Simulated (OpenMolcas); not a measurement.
## Fe⁵⁺: from CASSCF to CASPT2

```json
{
  "Program": "OpenMolcas",
  "Basis": "ANO-RCC-VQZP [7s6p4d3f2g1h]",
  "Scalar Hamiltonian": "DKH2, point nucleus",
  "Active space": "3 electrons in 5 orbitals (3d)",
  "State averaging": "2S+1 = 4 even, 10 roots; 2S+1 = 2 even, 40 roots",
  "Spin-orbit coupling": "state interaction with AMFI integrals over the reference wave functions, term energies averaged over their components"
}
```

Methods on the same reference wave functions:
A. CASSCF
B. SS-CASPT2, IPEA 0.25 Eh, imaginary shift 0.1 Eh (closed shells correlated: 3s 3p)
C. MS-CASPT2, IPEA 0.25 Eh, imaginary shift 0.1 Eh (closed shells correlated: 3s 3p)

Energies in cm-1 above 3d3 4F 3/2, the measured ground level; measured values from Corliss and Sugar, J. Phys. Chem. Ref. Data 11, 135 (1982).

```csv
Level,A,B,C,Measured
3d3 4F 3/2,0.0,0.0,0.0,0.0
3d3 4F 5/2,515,520,520,511
3d3 4F 7/2,1213,1220,1220,1188
3d3 4F 9/2,2072,2070,2070,2001
3d3 4P 1/2,23173,19630,19620,18738
3d3 4P 3/2,23365,19830,19800,18942
3d3 2G 7/2,23863,20890,20890,20616
3d3 4P 5/2,23998,20450,20450,19611
3d3 2G 9/2,24556,21600,21610,21315
3d3 2P 1/2,31410,28410,27170,26496
3d3 2H 9/2,31514,28920,29250,28724
3d3 2H 11/2,32023,29440,29780,29203
3d3 2D 5/2(1),34822,29290,29290,28484
3d3 2F 7/2,53895,47330,47330,46217
3d3 2F 5/2,54200,47630,47630,46604
3d3 2D 5/2(2),84141,74290,74280,71708
3d3 2D 3/2(2),84502,74640,74640,72049
```

Deviations, from unrounded energies. A percentage is the sum of absolute deviations over the sum of measured energies, with the sign that they share, or ± where signs differ.

```json
{"Against measurement": "mean absolute deviation (cm-1)", "Levels": "16", "A": "4800", "B": "860", "C": "820"}
{"Against measurement": "fine structure of the ground term (%)", "Levels": "3", "A": "+2.7", "B": "+3.1", "C": "+3.1"}
{"Against measurement": "other terms of the ground configuration (%)", "Levels": "13", "A": "+17.1", "B": "+3.0", "C": "+2.9"}
```

B, C lie about equally close to measurement and A furthest from it. The largest miss of C in the table is 3d3 2D 3/2(2), by +2600 cm-1. The ranking rests on the paired levels alone, and a cruder setting can come out closer through cancelling errors.

Between B and C the level of the table that moves most is 3d3 2P 1/2, by 1200 cm-1 (lowest in C, highest in B). Moves below CASPT2's spread within the term are not significant.

The mean deviations of B to C differ by less than CASPT2's widest spread within a term (920 cm-1), so their order carries little weight.

From A to B the spin-free energies of the other terms of 3d3 shown, above 4F, scale by factors of 0.83 to 0.91, as is usual when dynamic correlation screens the repulsion within a d or f shell.

The lowest spin-free term lies below A's lowest term by 0.359 hartree in B, 0.359 hartree in C.

Term energies are means over components that CASPT2 splits; among the terms shown or strongly mixed into the levels shown the widest spread is 920 cm-1 (3d3 2H, B). Without dynamic correlation excited terms often stand tens of per cent too high (terms of higher spin than the ground term too low), and those without a measured partner can miss by more than the paired ones (holds for A). The CASPT2 spread within a term exceeds the gap to the next term for 3d3 2P and 3d3 2D(1), 3d3 2D(1) and 3d3 2H, so the order of their levels is uncertain, and so are names and mixing where such terms share a J (holds for B). Measured partners are found by configuration, term and J. A level has none where our copy of the source lacks it or the pairing is in doubt (some pairs that miss far off the trend of their configuration count as doubtful), and it then counts in no deviation. Levels of configurations outside the active space are missing. The table leaves out levels that lie high or whose names do not pair safely across all columns.

A number in round brackets counts repeated terms of one configuration in the order of the reference energies.
